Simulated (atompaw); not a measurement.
# An all-electron radial function and its pseudo partner (lanthanum)

Columns: radius, all-electron u(r) and pseudo u(r) of the 4f shell (level -4.34 eV) of lanthanum in the configuration [Kr] 4d10 4f0 5s2 5p6 5d1 6s2 6p0; PBE, scalar-relativistic, PAW (atompaw) scheme, atompaw 4.2.0.5.

| r (bohr) | all-electron | pseudo |
| --- | --- | --- |
| 0.115 | 0.0533 | 0.0005 |
| 0.231 | 0.2779 | 0.0066 |
| 0.346 | 0.5412 | 0.0227 |
| 0.462 | 0.7458 | 0.0469 |
| 0.577 | 0.8658 | 0.0837 |
| 0.692 | 0.9142 | 0.1548 |
| 0.808 | 0.9130 | 0.2677 |
| 0.923 | 0.8819 | 0.3826 |
| 1.038 | 0.8347 | 0.4779 |
| 1.154 | 0.7798 | 0.6013 |
| 1.269 | 0.7233 | 0.7023 |
| 1.385 | 0.6670 | 0.6670 |
| 1.500 | 0.6130 | 0.6130 |
| 1.615 | 0.5617 | 0.5617 |
| 1.731 | 0.5130 | 0.5130 |
| 1.846 | 0.4682 | 0.4682 |
| 1.962 | 0.4264 | 0.4264 |
| 2.077 | 0.3884 | 0.3884 |
| 2.192 | 0.3537 | 0.3537 |
| 2.308 | 0.3218 | 0.3218 |
| 2.423 | 0.2932 | 0.2932 |
| 2.538 | 0.2673 | 0.2673 |
| 2.654 | 0.2436 | 0.2436 |
| 2.769 | 0.2225 | 0.2225 |
| 2.885 | 0.2032 | 0.2032 |
| 3.000 | 0.1859 | 0.1859 |

Question: How many radial nodes do the two functions have?

Answer: The all-electron 4f function has n − l − 1 = 0; the pseudo-wave has 0.

Question: At about which radius was the pseudo-wave matched?

Answer: 1.35 bohr, where the columns begin to agree (steps of 0.12 bohr).

Question: Where does each function peak?

Answer: Outermost all-electron maximum near 0.69 bohr, pseudo maximum near 1.27 bohr (to the table’s step).

Question: Is the pseudo-wave norm-conserving?

Answer: No, it belongs to a PAW set: the norm inside the radius is not constrained, and the difference is carried by the augmentation charge.
